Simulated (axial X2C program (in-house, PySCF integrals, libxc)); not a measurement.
# Which molecule has these constants?

Computed with an in-house all-electron X2C program for linear molecules (integrals from PySCF), spin-free (one-electron X2C) or two-component (2c: spin–orbit coupling with atomic mean-field Coulomb and Gaunt terms, which also bring small scalar terms), in Dyall basis sets with cores contracted in-house; open shells are unrestricted.

A two-component PBE0 calculation in a Dyall 3-zeta basis gave Re = 2.890 Å, ωe = 223.0 cm⁻¹, De = 0.36 eV, dipole magnitude 2.82 D, Ω = 1/2.

Problem. Which molecule is it?
A. CsBe
B. NaBe
C. RbBe
D. LiBe

Solution. B. The others have RbBe 3.537 Å and 152.0 cm⁻¹ (Ω = 1/2); CsBe 3.720 Å and 143.1 cm⁻¹ (Ω = 1/2); LiBe 2.579 Å and 345.5 cm⁻¹ (Ω = 1/2).

Each entry is the lowest single determinant of a limited PBE0 search at one distance. De goes to single-determinant-based atoms at the same level (for ions the charge split of lowest energy) and is withheld (n/a) where an atom does not fit its ground term or J level. Main or longest-lived isotopes.
